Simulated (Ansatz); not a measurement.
Wavefunction ladder for C$_{2}$H$_{8}$S$_{2}$Si (`CSCS[SiH3]`)

```xyz
13

C     0.706    1.653    0.927
S     0.026    0.104    1.523
C     0.914   -1.062    0.493
S     0.644   -0.928   -1.305
Si   -1.480   -0.695   -1.345
H     1.769    1.731    1.160
H     0.169    2.450    1.440
H     0.553    1.748   -0.149
H     0.604   -2.050    0.834
H     1.992   -0.969    0.642
H    -1.933    0.677   -1.007
H    -2.134   -1.682   -0.449
H    -1.830   -0.977   -2.762
```

Charge 0, multiplicity 1. The structure was optimised at the PBE0-D4/def2-TZVP level. It is one conformer, not always the lowest. Frozen core, restricted reference, Ansatz. CBS rows extrapolate triple and quadruple zeta; past MP2 they add the triple-zeta difference.

```tsv
basis	HF (Eh)	MP2 corr.	CCSD corr.	(T)	CCSD(T) total
def2-SVP	-1163.99294	-0.65503	-0.72805	-0.02264	-1164.74363
def2-TZVPP	-1164.46424	-0.83692	-0.90607	-0.04046	-1165.41077
def2-QZVPP	-1164.49955	-0.90108	–	–	–
CBS(def2)	-1164.50441	-0.94862	-1.01777	as TZ	-1165.56264
```
